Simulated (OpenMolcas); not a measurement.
Zr³⁺: the spin-orbit constant, worked from levels

```
Program             : OpenMolcas 26.06
Basis               : ANO-RCC-VTZP [7s6p4d2f1g]
Scalar Hamiltonian  : DKH2, point nucleus
Active space        : 1 electron in 9 orbitals (RAS2 4d 5s; RAS3 5p, at most 1 electron)
State averaging     : 2S+1 = 2 even, 6 roots; 2S+1 = 2 odd, 3 roots
Spin-orbit coupling : state interaction with AMFI integrals over the reference wave functions, term energies averaged over their components
```

Methods: RASSCF; SS-RASPT2, IPEA 0.25 Eh, imaginary shift 0.1 Eh (closed shells correlated: 4s 4p). Measured levels: the list in Rauch et al., Astron. Astrophys. 599, A142 (2017).

**The spin-orbit constant.** For the Hund term ²D of d1, E(J) = (A/2) J(J+1) + constant and ζ = 2S·A = A. From J = 3/2 to J = 5/2 the energy changes by 2.5 A.

| Source | E(5/2) - E(3/2) | A | ζ |
| --- | --- | --- | --- |
| RASSCF | 1219.9 | 488.0 | 488 |
| SS-RASPT2 | 1219.9 | 488.0 | 488 |
| measured | 1250.7 | 500.3 | 500 |

All in cm-1. SS-RASPT2 is off by -2.5 % and RASSCF by -2.5 %. Both methods take the spin-orbit matrix elements from the reference wave functions, so the second can move ζ only through the term energies and any multistate remixing.

With one active electron the reference holds no correlation, so core polarisation is missing (holds for RASSCF). With one active electron, CASPT2 adds the correlation within the correlated inactive shells and between them and that electron, and leaves the splitting within a term as the reference gives it (holds for SS-RASPT2). Measured partners are found by configuration, term and J. A level has none where our copy of the source lacks it or the pairing is in doubt (some pairs that miss far off the trend of their configuration count as doubtful), and it then counts in no deviation. Levels of configurations outside the active space are missing.
